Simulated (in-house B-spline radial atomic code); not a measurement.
# RPA and G0W0 on wB97X: Cs⁻

Configuration [Xe] 6s2, mean-field start wB97X. Computed with a B-spline radial code for spherical atoms: all electrons, scalar-relativistic (spin-free one-electron X2C), finite nucleus, each spin shell either full or empty, empty states to l = 9 with an (l + 1/2)⁻⁴ tail; G0W0 by contour deformation at full frequency.

The anion's configuration is assumed.

Command:
```bash
python run_gw.py task.json out
```
Settings (radii: box in bohr, nucleus in fm):
```
Z                        55
electrons                56
configuration            [Xe] 6s2
hamiltonian              x2c
method                   wb97x
lmax                     9
rms_radius               4.8041
spin_polarised           False
box_radius               60
intervals                74
ion_configuration        [Xe] 6s1
```

Cost of the run: 11 s on 1 thread of AMD EPYC 7R13 Processor (shared host).

Energies (hartree):

| term | value |
| --- | --- |
| mean-field total | -7786.48855 |
| Hartree-Fock functional on these orbitals | -7783.10800 |
| direct second order | -4.7445 |
| second-order exchange | 1.2899 |
| SOSEX correction | 1.2077 |

Question: What is the RPA correlation energy, and what remains with SOSEX?

Answer: RPA gives -4.1863 hartree (-2.03 eV per electron); RPA + SOSEX gives -2.9787, and the second-order doubles -3.4545 hartree (no singles). RPA lacks exchange-type terms and so overcorrelates at short range.

Quasi-particle levels (eV):

```
level  occupied  mean field  Σx - vxc  Σc  QP weight  G0W0
   6s       yes      -0.581      0.60   ?          ?     ?
```

G0W0 = mean field + (Σx - vxc) + Σc, with Σc (partial-wave tail included) taken at the quasi-particle energy. Only the outer levels were computed. Levels of low weight are left out.

Question: Where does G0W0 put 6s?

Answer: At -0.565 eV, with Σc = -0.58 eV and a quasi-particle weight of 0.899. The tabulated removal energy is 0.472 eV (electron affinity of the neutral atom); the calculation leaves out spin-orbit coupling, Breit and QED terms, and what these don't explain is the method's own error.

Question: What does it cost to remove one electron (to [Xe] 6s1) by differences of total energies, each species on its own start (correlation terms add to the Hartree-Fock functional)?

Answer: wB97X 0.636 eV, Hartree-Fock functional -0.133 eV, + RPA 0.383 eV, + RPA + SOSEX 0.267 eV, + second order 0.444 eV. Tabulated: 0.472 eV (electron affinity of the neutral atom); the calculation leaves out spin-orbit coupling, Breit and QED terms, and what these don't explain is the method's own error.
